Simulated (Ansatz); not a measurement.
The inner images of a band of ClH3O2Si + H2O (10 atoms, charge 0, multiplicity 1) are given out of order.

Level of theory: RKS CAM-B3LYP/def2-SVP (Ansatz).

Image 0:

```xyz
10
Properties=species:S:1:pos:R:3
Si -0.145 -0.223 0.124
Cl -0.412 -0.429 2.172
O 1.463 -0.200 -0.268
H 1.817 -1.051 -0.554
H -0.834 0.981 -0.340
O -0.712 -1.607 -0.574
H -1.473 -2.052 -0.186
O 1.351 2.168 1.068
H 1.927 1.562 0.578
H 1.383 1.832 1.973
```

Image 8:

```xyz
10
Properties=species:S:1:pos:R:3
Si 0.382 0.192 -0.480
Cl -0.625 -0.086 3.225
O 1.599 -0.341 -1.444
H 2.044 -1.157 -1.188
H -0.389 1.140 -1.301
O -0.464 -1.072 0.116
H -0.774 -1.044 1.034
O 0.960 0.995 0.882
H 1.440 1.822 0.753
H 0.190 0.530 2.395
```

Problem. Put them in order from the first end to the last, with their energies above the first end.
A.
```xyz
10
Properties=species:S:1:pos:R:3
Si -0.073 -0.070 0.092
Cl -0.497 -0.268 2.139
O 1.531 -0.206 -0.339
H 1.689 -1.036 -0.807
H -0.775 1.068 -0.502
O -0.703 -1.490 -0.500
H -1.170 -2.037 0.140
O 1.201 1.886 1.045
H 2.009 1.448 0.735
H 1.151 1.684 1.990
```
B.
```xyz
10
Properties=species:S:1:pos:R:3
Si 0.064 0.110 0.054
Cl -1.086 0.198 2.006
O 1.548 0.018 -0.761
H 1.647 -0.819 -1.230
H -0.787 1.037 -0.701
O -0.251 -1.524 -0.060
H -0.904 -1.824 0.583
O 1.156 1.365 1.108
H 2.086 1.125 0.949
H 0.890 1.295 2.045
```
C.
```xyz
10
Properties=species:S:1:pos:R:3
Si 0.375 0.192 -0.421
Cl -0.907 0.113 3.096
O 1.589 -0.167 -1.467
H 1.997 -1.036 -1.392
H -0.569 1.077 -1.121
O -0.296 -1.190 0.145
H -0.666 -1.182 1.041
O 0.988 1.006 0.918
H 1.817 1.487 0.817
H 0.035 0.680 2.377
```
D.
```xyz
10
Properties=species:S:1:pos:R:3
Si 0.418 0.204 -0.347
Cl -1.094 0.315 2.913
O 1.618 -0.063 -1.436
H 1.808 -0.983 -1.650
H -0.678 1.014 -0.900
O -0.063 -1.271 0.198
H -0.628 -1.280 0.983
O 1.046 1.124 0.908
H 2.002 1.075 1.035
H -0.065 0.844 2.289
```
E.
```xyz
10
Properties=species:S:1:pos:R:3
Si 0.146 0.155 -0.064
Cl -1.231 0.387 2.022
O 1.515 0.104 -1.029
H 1.670 -0.751 -1.446
H -0.805 1.045 -0.729
O -0.087 -1.463 0.141
H -0.750 -1.645 0.823
O 1.153 1.136 1.139
H 2.106 0.949 1.134
H 0.645 1.063 2.003
```
F.
```xyz
10
Properties=species:S:1:pos:R:3
Si 0.016 0.047 0.094
Cl -0.783 -0.051 2.107
O 1.573 -0.105 -0.529
H 1.652 -0.930 -1.026
H -0.775 1.060 -0.614
O -0.475 -1.505 -0.300
H -1.034 -1.912 0.369
O 1.146 1.602 1.052
H 2.041 1.289 0.834
H 1.003 1.485 2.005
```
G.
```xyz
10
Properties=species:S:1:pos:R:3
Si 0.354 0.192 -0.179
Cl -1.154 0.519 2.414
O 1.579 0.050 -1.263
H 1.701 -0.846 -1.590
H -0.761 1.020 -0.662
O -0.041 -1.366 0.183
H -0.717 -1.530 0.853
O 1.153 1.060 1.052
H 2.115 0.959 1.055
H 0.134 0.922 2.130
```

Solution. A (+5.3 kJ/mol), F (+27.6 kJ/mol), B (+49.0 kJ/mol), E (+56.1 kJ/mol), G (+6.4 kJ/mol), D (-22.0 kJ/mol), C (-23.1 kJ/mol).

Time of the run: 2.5 min on 4 threads of Arm Neoverse V2, with other jobs on the host, peak memory 0.27 GiB.
